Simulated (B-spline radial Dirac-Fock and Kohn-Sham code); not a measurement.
# Ionisation of each subshell: Tb⁺

System: Tb⁺, [Xe] 4f8 6s1 6p1 (not the ground configuration); nuclear rms radius 5.06 fm (A = 159).

Method: Dirac-Fock ΔSCF + Breit + QED. Computed with a B-spline atomic structure program. Correlation and solid-state effects are left out. Energies are counted from the vacuum level. Subshells whose hole state is unreliable or did not converge are left out.

All terms are in eV, carry their sign (relaxation lowers the binding energy) and add up to the binding energy; ⟨r⟩ is the mean radius of the orbital in the initial state.

```
subshell  −ε (Koopmans)  relaxation    Gaunt  retardation  self-energy  vacuum polarisation  binding energy  ⟨r⟩ (bohr)
       K        52321.9      -79.55  -163.85        14.32       -92.87                15.41         52015.4       0.022
      L1         8808.0      -46.09   -16.86         1.13       -12.57                 1.94          8735.6       0.091
      L2         8350.2      -50.16   -29.39         3.24         0.34                 0.02          8274.3       0.076
      L3         7601.7      -47.96   -20.70         4.14        -0.71                -0.08          7536.4       0.083
      M1         2019.9      -24.89    -2.81         0.15        -2.78                 0.42          1990.0       0.238
      M2         1820.9      -25.65    -5.12         0.51         0.04                 0.00          1790.6       0.228
      M3         1663.3      -24.61    -3.39         0.72        -0.16                -0.02          1635.9       0.241
      M4         1325.1      -26.78    -1.99         0.15         0.23                -0.02          1296.7       0.214
      M5         1291.1      -26.39    -1.26         0.16         0.13                -0.02          1263.8       0.218
      N1          439.0      -10.39    -0.54         0.03        -0.64                 0.10           427.5       0.541
      N2          359.1      -10.08    -1.00         0.10         0.02                 0.00           348.1       0.553
      N3          323.6       -9.39    -0.60         0.15        -0.02                -0.01           313.7       0.581
      N4          190.8       -8.77    -0.22         0.01         0.06                -0.01           181.9       0.617
      N5          184.3       -8.54    -0.08         0.02         0.04                -0.01           175.7       0.628
    N6,7          30.23       -6.32     0.15        -0.03         0.03                 0.00           24.06       0.811
      O2          47.96       -1.88    -0.11         0.01         0.01                 0.00           45.99       1.467
      O3          42.91       -1.69    -0.05         0.02         0.01                 0.00           41.18       1.554
      P1          13.29       -0.17     0.00         0.00        -0.01                 0.00           13.11       3.596
    P2,3           8.90       -0.07    -0.01         0.00         0.00                 0.00            8.83       4.601
```

For the deepest level, K (1s), the Breit terms make up -0.287 % of the binding energy, QED -0.149 % and orbital relaxation -0.153 %.

Spin-orbit splittings: 2p 737.9 eV, 3p 154.8 eV, 3d 32.89 eV, 4p 34.38 eV, 4d 6.17 eV, 5p 4.81 eV.
